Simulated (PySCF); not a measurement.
Mg(Cl)(SiH3) (ClH₃MgSi), SMILES [SiH3][Mg][Cl].

Geometry optimised at PBE0-D3(BJ)/def2-TZVP.

Level of theory: TDDFT-M06-2X/def2-SVPD (PySCF 2.14.0).

Vertical excitations; the highest root listed may be one member of a degenerate set. The molecule is in vacuum. State labels are in the subgroup Cs.

| state | symmetry | energy (eV) | λ (nm) | f | main pairs |
|---|---|---|---|---|---|
| S1 | A' | 5.41 | 229 | 0.097 | HOMO→LUMO+1 (degenerate set) |
| S2 | A" | 5.41 | 229 | 0.097 | HOMO→LUMO+2 (degenerate set) |
| S3 | A' | 5.54 | 224 | 0.566 | HOMO→LUMO 97 % |
| S4 | A" | 6.42 | 193 | 0.056 | HOMO−1→LUMO (degenerate set) |
| S5 | A' | 6.42 | 193 | 0.056 | HOMO−2→LUMO (degenerate set) |
| S6 | A" | 6.76 | 183 | 0.000 | HOMO−1→LUMO+1 47 %, HOMO−2→LUMO+2 47 % |
| S7 | A' | 6.81 | 182 | 0.000 | HOMO−1→LUMO+2, HOMO−2→LUMO+1 (degenerate set) |
| S8 | A" | 6.81 | 182 | 0.000 | HOMO−2→LUMO+2, HOMO−1→LUMO+1 (degenerate set) |
| S9 | A' | 7.06 | 176 | 0.002 | HOMO→LUMO+3 47 %, HOMO−2→LUMO+1 14 %, HOMO−1→LUMO+2 14 %, HOMO→LUMO+6 13 % |
| S10 | A' | 7.21 | 172 | 0.159 | HOMO→LUMO+3 27 %, HOMO−1→LUMO+2 26 %, HOMO−2→LUMO+1 26 %, HOMO−5→LUMO 8 % |
| T1 | A' | 4.20 | 295 | 0 | HOMO→LUMO 89 % |
| T2 | A" | 4.49 | 276 | 0 | HOMO→LUMO+2 (degenerate set) |
| T3 | A' | 4.49 | 276 | 0 | HOMO→LUMO+1 (degenerate set) |
| T4 | A" | 6.13 | 202 | 0 | HOMO−1→LUMO 89 % |
Triplets are in the Tamm–Dancoff approximation, which puts them higher than full response would, so one can lie above its singlet here.
